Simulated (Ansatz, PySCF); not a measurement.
Reaction (SMILES): C=CF + 3 [H][H] (H2) -> 2 C (CH4) + F (HF)
Structures are relaxed separately at B3LYP-D3(BJ)/def2-TZVP in Ansatz (a quantum-chemistry and plane-wave program).

Wanted: energy of full hydrogenation (enthalpy at 298 K, with B3LYP-D3(BJ) rigid-rotor harmonic-oscillator terms from PySCF), in eV. Correlated levels leave the core frozen unless marked. No spin-orbit coupling. Non-relativistic. Basis-set limits of correlation are two-point, X^-3; Hartree-Fock from the larger set. [CCSD(T)-MP2]/basis is that difference in the basis named.

```csv
level,program,energy of full hydrogenation (eV)
SVWN5/def2-TZVPD,Ansatz,?
revPBE-D3(BJ)/def2-TZVPD,Ansatz + dftd3,-2.66
PBE0/STO-3G,Ansatz,-2.41
MN15-D3(BJ)/def2-TZVPD,PySCF + dftd3,-2.66
RPA@PBE/cc-pVQZ,Ansatz,-2.77
"RI-MP2/CBS(aug-cc-pVTZ,aug-cc-pVQZ)+[CCSD(T)-MP2]/aug-cc-pVTZ",Ansatz,?
```

Problem. What belongs in the gaps?

Solution. 
- SVWN5/def2-TZVPD, energy of full hydrogenation (eV): -3.00
- RI-MP2/CBS(aug-cc-pVTZ,aug-cc-pVQZ)+[CCSD(T)-MP2]/aug-cc-pVTZ, energy of full hydrogenation (eV): -2.90
